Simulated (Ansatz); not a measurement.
CH3FISi (`C[Si](F)I`) radical, relaxed with UKS PBE0-D4/def2-TZVP in Ansatz 0.2.0 from a PBE-D4/def2-SVP geometry. The force threshold is 0.005 eV/Å; the program also tests the step.

Charge 0, multiplicity 2. I takes the def2 core potential.

Start:

```xyz
7

C    -0.307    0.769    0.331
Si    0.694   -0.827    0.187
F    -0.316   -2.072    0.566
I     1.462   -1.123   -2.154
H     0.320    1.640    0.059
H    -1.177    0.719   -0.358
H    -0.677    0.894    1.368
```

Problem. By how much does the energy fall, and how many steps does the optimiser take? (Estimate.)

Solution. The calculation gave: 5.28 kJ/mol, in 7 steps.

Problem. Which bonds change most? (Best estimate.)

Solution. Computed: Si2–F3 from 1.647 to 1.603 Å; Si2–I4 from 2.481 to 2.449 Å; C1–Si2 from 1.890 to 1.865 Å; C1–H5 from 1.108 to 1.091 Å.

Problem. Give the relaxed structure. (Estimate.)

Solution. The calculation gave: 
```xyz
7

C    -0.308    0.761    0.330
Si    0.674   -0.817    0.178
F    -0.305   -2.034    0.537
I     1.462   -1.129   -2.120
H     0.308    1.617    0.052
H    -1.176    0.714   -0.335
H    -0.655    0.887    1.358
```
